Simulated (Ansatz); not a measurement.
Level of theory: r2SCAN-D4/def2-SVP run with Ansatz (a program for electronic structure). No frequencies were computed at this level.

Ansatz 0.2 input:
```yaml
crystal:
  periodic: [false, false, false]
  atoms:
    - { symbol: Ti, position_ang: [0.049714, 0.056735, -0.080597] }
    - { symbol: Cl, position_ang: [0.308576, -0.697726, -2.077218] }
    - { symbol: Cl, position_ang: [1.242226, 1.84031, 0.062622] }
    - { symbol: N, position_ang: [-1.708991, 0.43573, 0.247184] }
    - { symbol: H, position_ang: [-2.510372, -0.051362, -0.156775] }
    - { symbol: H, position_ang: [-2.051559, 1.154037, 0.887302] }
    - { symbol: N, position_ang: [0.664448, -1.183419, 1.118124] }
    - { symbol: H, position_ang: [0.208715, -1.626321, 1.914189] }
    - { symbol: H, position_ang: [1.619283, -1.546694, 1.048875] }
basis:
  gaussian: { orbitals: def2-svp }
hamiltonian:
  xc: r2scan
  dispersion: d4
relax:
  max_steps: 150
```

Output:

```
Functional definition: r2SCAN
1346 factors; their error is unknown
mean field evaluation 1: about -51180.1550 eV, gradient 8.4e1 eV
mean field evaluation 2: about -50993.3060 eV, gradient 2.9e2 eV
mean field evaluation 4: about -51178.9485 eV, gradient 9.1e1 eV
mean field evaluation 8: about -51194.8350 eV, gradient 9.6e-1 eV
mean field evaluation 16: about -51194.7769 eV, gradient 2.4e-3 eV
mean field -51194.77693128 eV, -1881.3733511582 hartree, gradient 6.2e-5 eV, S^2 0.000000; 0 other end points of the search recorded, 0 dependent functions left out
reference -51194.77696993 eV, -1881.3733525786 hartree; 37, 37 occupied and 78, 78 virtual orbitals, 1346 factors
relax step   1: F+E_penalty+E_count = -51194.84190459 eV  Δ(F+E_penalty+E_count) = +0.000e0 eV  max|allowed force component| = 1.018e0 eV/Å  Δτ_max = 0.0000 Å  (31 SCF iters, accepted)
these checks for a lower state are left out or cut short: starts, cluster_reference, orbital_swaps, neighbouring_geometries, increment
1346 factors; their error is unknown
mean field -51194.89395209 eV, -1881.3776515939 hartree, gradient 2.6e-5 eV, S^2 0.000000; 0 other end points of the search recorded, 0 dependent functions left out
reference -51194.89399162 eV, -1881.3776530465 hartree; 37, 37 occupied and 78, 78 virtual orbitals, 1346 factors
relax step   2: F+E_penalty+E_count = -51194.95798245 eV  Δ(F+E_penalty+E_count) = -1.161e-1 eV  max|allowed force component| = 4.927e-1 eV/Å  Δτ_max = 0.1106 Å  (41 SCF iters, accepted)
these checks for a lower state are left out or cut short: starts, cluster_reference, orbital_swaps, neighbouring_geometries, increment
1346 factors; their error is unknown
mean field evaluation 32: about -51194.9025 eV, gradient 8.7e-5 eV
mean field -51194.90252777 eV, -1881.3779667442 hartree, gradient 7.4e-6 eV, S^2 0.000000; 0 other end points of the search recorded, 0 dependent functions left out
reference -51194.90256746 eV, -1881.3779682030 hartree; 37, 37 occupied and 78, 78 virtual orbitals, 1346 factors
relax step   3: F+E_penalty+E_count = -51194.96653445 eV  Δ(F+E_penalty+E_count) = -8.552e-3 eV  max|allowed force component| = 2.285e-1 eV/Å  Δτ_max = 0.0415 Å  (35 SCF iters, accepted)
these checks for a lower state are left out or cut short: starts, cluster_reference, orbital_swaps, neighbouring_geometries, increment
1346 factors; their error is unknown
mean field -51194.90551934 eV, -1881.3780766823 hartree, gradient 2.3e-5 eV, S^2 0.000000; 0 other end points of the search recorded, 0 dependent functions left out
reference -51194.90555907 eV, -1881.3780781427 hartree; 37, 37 occupied and 78, 78 virtual orbitals, 1346 factors
relax step   4: F+E_penalty+E_count = -51194.96958994 eV  Δ(F+E_penalty+E_count) = -3.055e-3 eV  max|allowed force component| = 8.230e-2 eV/Å  Δτ_max = 0.0334 Å  (35 SCF iters, accepted)
these checks for a lower state are left out or cut short: starts, cluster_reference, orbital_swaps, neighbouring_geometries, increment
1346 factors; their error is unknown
mean field -51194.90585650 eV, -1881.3780890729 hartree, gradient 2.5e-5 eV, S^2 0.000000; 0 other end points of the search recorded, 0 dependent functions left out
reference -51194.90589628 eV, -1881.3780905347 hartree; 37, 37 occupied and 78, 78 virtual orbitals, 1346 factors
relax step   5: F+E_penalty+E_count = -51194.96993024 eV  Δ(F+E_penalty+E_count) = -3.403e-4 eV  max|allowed force component| = 2.951e-2 eV/Å  Δτ_max = 0.0108 Å  (35 SCF iters, accepted)
these checks for a lower state are left out or cut short: starts, cluster_reference, orbital_swaps, neighbouring_geometries, increment
1346 factors; their error is unknown
mean field -51194.90590478 eV, -1881.3780908471 hartree, gradient 1.6e-5 eV, S^2 0.000000; 0 other end points of the search recorded, 0 dependent functions left out
reference -51194.90594456 eV, -1881.3780923088 hartree; 37, 37 occupied and 78, 78 virtual orbitals, 1346 factors
relax step   6: F+E_penalty+E_count = -51194.96998237 eV  Δ(F+E_penalty+E_count) = -5.212e-5 eV  max|allowed force component| = 1.270e-2 eV/Å  Δτ_max = 0.0033 Å  (27 SCF iters, accepted)
these checks for a lower state are left out or cut short: starts, cluster_reference, orbital_swaps, neighbouring_geometries, increment
1346 factors; their error is unknown
mean field -51194.90593004 eV, -1881.3780917755 hartree, gradient 2.5e-5 eV, S^2 0.000000; 0 other end points of the search recorded, 0 dependent functions left out
reference -51194.90596981 eV, -1881.3780932370 hartree; 37, 37 occupied and 78, 78 virtual orbitals, 1346 factors
relax step   7: F+E_penalty+E_count = -51194.97000685 eV  Δ(F+E_penalty+E_count) = -2.448e-5 eV  max|allowed force component| = 3.986e-3 eV/Å  Δτ_max = 0.0047 Å  (36 SCF iters, accepted)
1346 factors; their error is unknown
mean field evaluation 64: about -51194.9059 eV, gradient 2.6e-5 eV
mean field -51194.90593004 eV, -1881.3780917755 hartree, gradient 2.6e-5 eV, S^2 0.000000; 1 other end points of the search recorded, 0 dependent functions left out
reference -51194.90596981 eV, -1881.3780932370 hartree; 37, 37 occupied and 78, 78 virtual orbitals, 1346 factors
Total energy: -51194.97004662 eV, -1881.3804480163 hartree
Atom 0 at     0.084839     0.077333    -0.121510 Å, force    -0.002681     0.000377     0.001090 eV/Å
Atom 1 at     0.231833    -0.781417    -2.159065 Å, force     0.000635    -0.001255    -0.001066 eV/Å
Atom 2 at     1.254920     1.941533     0.136041 Å, force     0.001248     0.000744     0.000583 eV/Å
Atom 3 at    -1.686453     0.387419     0.300004 Å, force    -0.003986     0.001359     0.000359 eV/Å
Atom 4 at    -2.474009    -0.075119    -0.154873 Å, force     0.002447     0.001236     0.001120 eV/Å
Atom 5 at    -2.010498     1.158265     0.884724 Å, force     0.001021    -0.002179    -0.001633 eV/Å
Atom 6 at     0.667510    -1.180162     1.110815 Å, force     0.002604    -0.002468     0.001456 eV/Å
Atom 7 at     0.129484    -1.609924     1.860017 Å, force     0.000858     0.001065    -0.001477 eV/Å
Atom 8 at     1.624413    -1.536638     1.107553 Å, force    -0.002145     0.001120    -0.000431 eV/Å
Dipole moment:    -0.461144    -0.299941     0.561422 e Å
```

Cost: very roughly 60 core-seconds.
